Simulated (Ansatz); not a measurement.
Total energies of perfluoropentacene, `Fc1c(F)c(F)c2c(F)c3c(F)c4c(F)c5c(F)c(F)c(F)c(F)c5c(F)c4c(F)c3c(F)c2c1F` from Ansatz at PBE0-D4/def2-SVP, gas phase (1 Eh = 27.2114 eV = 2625.5 kJ/mol). The reference geometry is relaxed at r2SCAN-D4/def2-SVP.

```
                state   geometry  energy (Eh)
     charge 0 singlet  reference  -2232.15100
     charge 1 doublet  reference  -2231.89158
    charge -1 doublet  reference  -2232.24120
free F atom (doublet)          –    -99.54906
free C atom (triplet)          –    -37.76066
```

Single mean-field runs in def2-SVP are fitted with def2-universal-jkfit.

Question: Work out the vertical ionisation energy to the doublet.

Answer: E(charge 1 doublet) − E(charge 0 singlet) = -2231.89158 − (-2232.15100) = 0.25942 Eh = 7.06 eV. For comparison, −ε of the highest occupied level is 5.83 eV at this level, 1.23 eV less.

Question: Work out the vertical electron affinity, to the doublet.

Answer: E(charge 0 singlet) − E(charge -1 doublet) = -2232.15100 − (-2232.24120) = 0.09020 Eh = 2.45 eV. The basis lacks diffuse functions, which makes affinities too small.

Question: Give the fundamental gap IE − EA, the Mulliken electronegativity (IE + EA)/2 and the hardness (IE − EA)/2.

Answer: From the values in Eh: IE − EA = 0.25942 − 0.09020 = 0.16922 Eh = 4.60 eV; (IE + EA)/2 = 4.76 eV; (IE − EA)/2 = 2.30 eV. The HOMO–LUMO gap of the same run is 2.19 eV, 2.41 eV smaller than the fundamental gap.

Question: What is the binding energy per atom against free atoms?

Answer: Atoms: 14 × (-99.54906) + 22 × (-37.76066) = -2224.42136 Eh. Binding: -2224.42136 − (-2232.15100) = 7.72964 Eh = 210.33 eV, or 5.84 eV for each of 36 atoms (no zero-point energy, no counterpoise term).
